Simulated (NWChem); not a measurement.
Molecule: SiH3Br; SMILES [SiH3]Br

```xyz
5

Si     0.0000     0.0000    -1.4171
Br     0.0000     0.0000     0.8093
H      0.9974     0.9974    -1.8938
H     -1.3624     0.3651    -1.8938
H      0.3651    -1.3624    -1.8938
```
Atoms are numbered in this order, from 1.

All runs: NWChem. Pople sets run with spherical d functions. Geometry: optimised at PBE0/def2-SVP. Level: M06-2X/6-31G* with SMD (1 M gas to 1 M solution), gas-phase geometry. Reactions with the solvent are ignored.

```
solvent             dielectric constant  solvation free energy (kcal/mol)  cavity-dispersion-structure term (kcal/mol)  dipole in solution (D)
------------------  -------------------  --------------------------------  -------------------------------------------  ----------------------
water                              78.4                               0.1                                          1.2                    2.28
dichloromethane                    8.93                              -3.0                                         -1.9                    2.23
dimethyl sulfoxide                 46.8                              -1.8                                         -0.7                    2.27
benzene                            2.27                              -2.8                                         -2.2                    2.08
chloroform                         4.71                              -3.0                                         -2.1                    2.18
```
